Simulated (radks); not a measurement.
Coulomb parameter of the 4f shell of the gadolinium ion Gd+ in the model configuration [Xe] 4f7 5d1 6s1, as a second difference U = [E(n + 0.25) + E(n - 0.25) - 2 E(n)] / (0.25)^2 with all orbitals relaxed. "Bare": the charge of the atom changes with n. "Screened": the 6s shell takes up the change at fixed total charge, which measures U(4f,4f) + U(6s,6s) - 2 U(4f,6s). All-electron calculation, scalar-relativistic Kohn-Sham, r2SCAN, spin-unpolarised, spherical densities, finite nucleus; meta-GGA in the generalised Kohn-Sham scheme; Fermi nuclear charge, rms radius 5.1569 fm. Program: a radial shooting solver on a logarithmic mesh with Libxc functionals.

| case | configuration | E - E(n) (eV) |
|---|---|---|
| start | [Xe] 4f7 5d1 6s1 | 0.000 |
| bare +0.25 | [Xe] 4f7.25 5d1 6s1 | -3.261 |
| bare -0.25 | [Xe] 4f6.75 5d1 6s1 | 4.229 |
| screened +0.25 | [Xe] 4f7.25 5d1 6s0.75 | -1.242 |
| screened -0.25 | [Xe] 4f6.75 5d1 6s1.25 | 1.669 |

U(bare) = 15.488 eV, U(screened by 6s) = 6.819 eV, against the Slater integral F0(4f,4f) = 29.494 eV with frozen orbitals.
